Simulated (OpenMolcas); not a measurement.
Mo3+: ligand-field states by method

Mo3+ with its 8 nearest fluoride ions at 2.212 Å, on the Ca site of CaF2 (a = 5.46294 Å, distance in the model lattice 2.366 Å). The rest of the host is ab initio model potentials to 7.6 Å and point charges beyond; the distance is set by hand and nothing relaxes, and no local charge compensation is placed. Ligand basis ANO-RCC-VDZP.
```
Mo    0.0000    0.0000    0.0000
F     1.2771    1.2771    1.2771
F     1.2771    1.2771   -1.2771
F     1.2771   -1.2771    1.2771
F     1.2771   -1.2771   -1.2771
F    -1.2771    1.2771    1.2771
F    -1.2771    1.2771   -1.2771
F    -1.2771   -1.2771    1.2771
F    -1.2771   -1.2771   -1.2771
```

```yaml
Program: OpenMolcas
Basis: ANO-RCC-VDZP [6s5p3d1f]
Scalar_Hamiltonian: DKH2, point nucleus
Active_space: 3 electrons in 5 orbitals (4d)
State_averaging: 2S+1 = 4 even, 10 roots; 2S+1 = 2 even, 40 roots
Spin-orbit_coupling: RASSI with atomic mean-field integrals over the reference wave functions
```

I. CASSCF
II. SS-CASPT2, IPEA 0.25 Eh, imaginary shift 0.1 Eh (closed shells correlated: 4s 4p and the ligand valence shells)

Spin-free states (labels of O, the rotations of Oh) in cm-1, each column counted from its own energy of the first state listed:

| State | Degeneracy | I | II |
| --- | --- | --- | --- |
| 2E | 2 | 0 | 0 |
| 4T1 | 3 | 426 | 2980 |
| 2T1 | 3 | 12970 | 13080 |
| 2T2 | 3 | 13600 | 13210 |
| 4T2 | 3 | 14068 | 17410 |
| 2T1 | 3 | 17520 | 16230 |
| 4T1 | 3 | 23851 | 24700 |
| 2T2 | 3 | 25474 | 25410 |
| 2A1 | 1 | 26000 | 26840 |
| 2T1 | 3 | 28943 | 29580 |
| 4A2 | 1 | 28954 | 34030 |
| 2E | 2 | 30411 | 30640 |
| 2T2 | 3 | 32951 | 31230 |
| 2T1 | 3 | 35078 | 34830 |
| 2T2 | 3 | 35872 | 34410 |
| 2A2 | 1 | 40588 | 38750 |
| 2E | 2 | 41094 | 42240 |
| 2T1 | 3 | 46033 | 47090 |
| 2E | 2 | 57027 | 52970 |
| 2T2 | 3 | 60890 | 58330 |

From I to II, I's first state of the same spin (2T1) moves from 12970 to 13080 cm-1, by about +110 cm-1.

From I to II, I's first state of another spin (4T1) moves from 426 to 2980 cm-1, by about +2600 cm-1.

I: A least-squares ligand-field fit to the states below 45000 cm-1, each weighted by its degeneracy and with a free common offset, gives 10Dq = -15025 cm-1 (negative for this site), B = 731 cm-1 and C = 3002 cm-1 (C/B = 4.11), with an rms deviation of 98 cm-1. The same method and metal basis give the free ion B = 802 cm-1 (fit to its terms below 60000 cm-1, rms deviation 39 cm-1), so the nephelauxetic ratio is β = 731 / 802 = 0.91; it hangs on how both fits weigh the states, and computed free-ion B values tend to be too large, so β mixes covalency with correlation.

II: A least-squares ligand-field fit to the states below 45000 cm-1, each weighted by its degeneracy and with a free common offset, gives 10Dq = -15786 cm-1 (negative for this site), B = 550 cm-1 and C = 2558 cm-1 (C/B = 4.65), with an rms deviation of 385 cm-1. The same method and metal basis give the free ion B = 685 cm-1 (fit to its terms below 60000 cm-1, rms deviation 401 cm-1), so the nephelauxetic ratio is β = 550 / 685 = 0.80; it hangs on how both fits weigh the states, and computed free-ion B values tend to be too large, so β mixes covalency with correlation.

From I to II, 10Dq changes by +5 %, B by -25 % and C by -15 %.

χT at 300 K: I 0.57, II 0.41 cm3 K/mol.

Roots that are degenerate in the reference are averaged as groups; the widest CASPT2 spread within a group is 310 cm-1 (the 3-fold group of multiplicity 4 near 17400 cm-1 above the lowest state of its run, II). Shifts and gaps below about the spread of the groups concerned are not significant. Over all roots computed the reference weight is 0.69 to 0.70 in II; a low but even weight reflects the number of correlated electrons. An orbital doublet at a regular site is open to a Jahn-Teller distortion, which this geometry leaves out. This shell can be high or low spin here, a state of another spin lies low, and with metal d orbitals alone active their balance is uncertain, so the ground spin may be wrong, although the usual error favours high spin. Ligand-to-metal charge-transfer states are missing. With no ligand orbital active B as a rule stays too high, so bands that hang on it stand too high and its fall with covalency is understated. Spin-orbit coupling mixes the spin-free states strongly: the lowest level takes only 52 % from its leading state, 4T1, which lies 426 cm-1 above the lowest spin-free state (holds for I). Without dynamic correlation the repulsion within the d shell is too large (B by tens of per cent), so at a given field states of lower spin stand too high (holds for I). With metal d orbitals alone the field can be off either way by tens of per cent (holds for I). With one d shell and no ligand orbital active, 10Dq can be off by a tenth or more (holds for II). No measured value stands beside these numbers; the geometry was set by hand and not optimised.
